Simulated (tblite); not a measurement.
Question: What does the GFN2-xTB structure of InChI=1S/C4H6FO2Si/c5-4(1-2-6)3-7-8/h2-3H,1,8H2/b4-3+ look like in three dimensions? (Doublet state.)

Answer: 
```
atom  x, y, z in Å
O1    -3.5127   -0.7940    0.2849
C2    -2.3781   -0.4415    0.4188
C3    -1.3573   -0.3705   -0.6946
C4    -0.4760    0.8262   -0.5661
F5    -1.0637    2.0023   -0.9043
C6     0.7865    0.8621   -0.1368
O7     1.4472   -0.2441    0.2119
Si8    2.8513   -0.5449    1.0011
H9    -1.9756   -0.1371    1.4042
H10   -1.8779   -0.3715   -1.6548
H11   -0.7281   -1.2615   -0.6226
H12    1.3173    1.8043   -0.0810
H13    3.8155    0.5316    0.8341
H14    3.1511   -1.8620    0.4829
```

Any rigid rotation of these coordinates is as good. Atoms count from 1 in this order. C2 (carbon bonded to C, O and H) is planar (angles 124.9°, 121.7° and 113.4°, sum 360.0°, 0.00 Å off the plane of its three neighbours). C6 (carbon bonded to C, O and H) is planar (angles 122.0°, 120.3° and 117.7°, sum 360.0°, 0.01 Å off the plane of its three neighbours). The C–C distances run from 1.334 Å (C4=C6, drawn double) to 1.512 Å (C2–C3, drawn single), a spread of 0.178 Å. Of the pairs four or more bonds apart, O7···H11 is among the closest relative to their van der Waals radii: 2.54 Å, 93 % of the sum of Bondi's values.

Bonds between heavy atoms (Å): O1=C2 1.196, C2–C3 1.512, C3–C4 1.492, C4–F5 1.358, C4=C6 1.334, C6–O7 1.335, O7–Si8 1.639.

Computed geometry: GFN2-xTB, gas phase. This method treats the open shell by occupation alone, without spin polarisation.

Point group: C1 (no symmetry element, even within 0.4 Å). Its GFN2-xTB frequencies are all real (lowest 26 cm⁻¹). Torsions: O1–C2–C3–C4 141°, C2–C3–C4–F5 -75°, C4–C6–O7–Si8 -167°, C6–O7–Si8–H -28° and -156°.

One conformer stands for the species.
